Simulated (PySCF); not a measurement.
Species: C2H2N, net charge -1, singlet state. It need not be the lowest isomer of its formula. Whether it binds its extra electron was not tested at this geometry. SMILES: [C-]#[N+][CH2-]
Structure (B3LYP-D3(BJ)/def2-TZVP (Ansatz) minimum search):
```xyz
5

C     -1.1588    -0.0185    -0.0623
N      0.2321    -0.0118    -0.0049
C      1.4060    -0.0714    -0.0293
H     -1.5751    -0.3590     0.8909
H     -1.5320     0.9808    -0.3072
```
Charge -1, spin multiplicity 1.

Dispersion corrections to the total energy (kcal/mol) from the dftd3 and dftd4 libraries through PySCF: D3(BJ) without and D4 with the three-body term, each with the damping fitted for the functional named.

| functional | D3(BJ) | D4 |
|---|---|---|
| r2SCAN | -0.40 | -0.43 |
| B2GP-PLYP | -0.89 | -0.74 |
| TPSS | -1.95 | … |
| revPBE | -4.23 | … |
| HF | -15.12 | -7.68 |
| B2PLYP | … | -1.27 |
| B3LYP | -2.71 | -2.96 |

### Question
Some entries are withheld; supply them.

### Answer

- TPSS, D4: -2.50
- revPBE, D4: -6.92
- B2PLYP, D3(BJ): -1.21
